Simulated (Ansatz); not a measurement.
Program: Ansatz. Geometries: PBE0-D4/def2-TZVP. ΔE: electronic, gas phase. CBS: MP2 limit from def2 TZ/QZ plus the TZ coupled-cluster correction, frozen cores. This one scheme is used for every species. Functionals use def2-TZVPP. B3LYP here is the variant with VWN-RPA as its local correlation; programs differ in this. HSE06 is defined as in plane-wave codes. Elements past krypton have def2 core potentials. For Te outer-core shells are correlated without core-valence functions, which leaves a few kJ/mol of doubt a bond. Each species was taken in one conformer, which may not be the lowest.

Consider the substitution at a C–Si bond: `CC[SiH2]C#N` + `[SiH3][TeH]` → `CC[Te][SiH3]` + `N#C[SiH3]`.

`CC[SiH2]C#N`:

```xyz
12

C    -1.210    0.086    0.958
C    -0.199   -0.874    0.338
Si    0.712   -0.156   -1.123
C     1.592    1.378   -0.561
N     2.121    2.327   -0.176
H    -1.723   -0.377    1.804
H    -1.972    0.388    0.235
H    -0.725    0.994    1.322
H    -0.691   -1.791   -0.004
H     0.545   -1.186    1.078
H    -0.204    0.275   -2.207
H     1.753   -1.063   -1.664
```

`[SiH3][TeH]`:

Cartesian coordinates in Å:
```
Si 0.588 -0.214 0.171
Te -1.102 1.441 -0.618
H 0.701 -1.362 -0.763
H 1.869 0.535 0.205
H 0.262 -0.716 1.529
H -2.318 0.317 -0.524
```

`CC[Te][SiH3]`:

Cartesian coordinates in Å:
```
C 2.112 0.674 0.473
C 0.679 0.527 0.010
Te -0.102 -1.416 0.566
Si -2.347 -1.005 -0.409
H 2.195 0.585 1.558
H 2.501 1.657 0.189
H 2.759 -0.082 0.023
H 0.595 0.602 -1.074
H 0.028 1.271 0.469
H -3.150 -2.230 -0.167
H -3.008 0.162 0.233
H -2.261 -0.745 -1.871
```

`N#C[SiH3]`:

```xyz
6

N     1.807   -1.592   -0.172
C     0.946   -0.832   -0.090
Si   -0.438    0.386    0.042
H    -0.635    0.682    1.477
H    -1.640   -0.242   -0.549
H    -0.039    1.596   -0.709
```

```json
{"level": "PBE-D4", "ΔE (kJ/mol)": "36.3", "difference from CCSD(T)/CBS": "4.2"}
{"level": "r2SCAN-D4", "ΔE (kJ/mol)": "40.0", "difference from CCSD(T)/CBS": "7.9"}
{"level": "B3LYP-D4", "ΔE (kJ/mol)": "35.7", "difference from CCSD(T)/CBS": "3.6"}
{"level": "HSE06-D4", "ΔE (kJ/mol)": "39.8", "difference from CCSD(T)/CBS": "7.7"}
{"level": "BHLYP-D4", "ΔE (kJ/mol)": "38.7", "difference from CCSD(T)/CBS": "6.6"}
{"level": "CAM-B3LYP", "ΔE (kJ/mol)": "42.4", "difference from CCSD(T)/CBS": "10.3"}
{"level": "LC-ωPBE", "ΔE (kJ/mol)": "46.1", "difference from CCSD(T)/CBS": "14.0"}
{"level": "MP2/def2-TZVPP", "ΔE (kJ/mol)": "30.7", "difference from CCSD(T)/CBS": "-1.4"}
{"level": "HF/def2-QZVPP", "ΔE (kJ/mol)": "41.9", "difference from CCSD(T)/CBS": "9.8"}
{"level": "HF/CBS(def2)", "ΔE (kJ/mol)": "41.8", "difference from CCSD(T)/CBS": "9.7"}
{"level": "CCSD(T)/CBS", "ΔE (kJ/mol)": "32.1", "difference from CCSD(T)/CBS": "0"}
```

Q: What do rigid-rotor, harmonic-oscillator terms from PBE0-D4/def2-TZVP frequencies (298.15 K, 1 bar) make of the CCSD(T)/CBS value? (Best estimate.)

A: The calculation gave: ΔZPE = +2.4 kJ/mol, ΔH = +34.9 kJ/mol, ΔS = -2 J/(mol·K), ΔG = +35.4 kJ/mol. Modes under 50 cm⁻¹ make the entropy rough.

Largest T1 diagnostic among the species: 0.013.

From PBE to PBE0 (25 % exact exchange), in def2-TZVPP and without D4, ΔE moves by +3.6 kJ/mol. At CCSD(T), def2-SVP lies +8.3 kJ/mol from the extrapolated value and def2-TZVPP +2.9 kJ/mol.
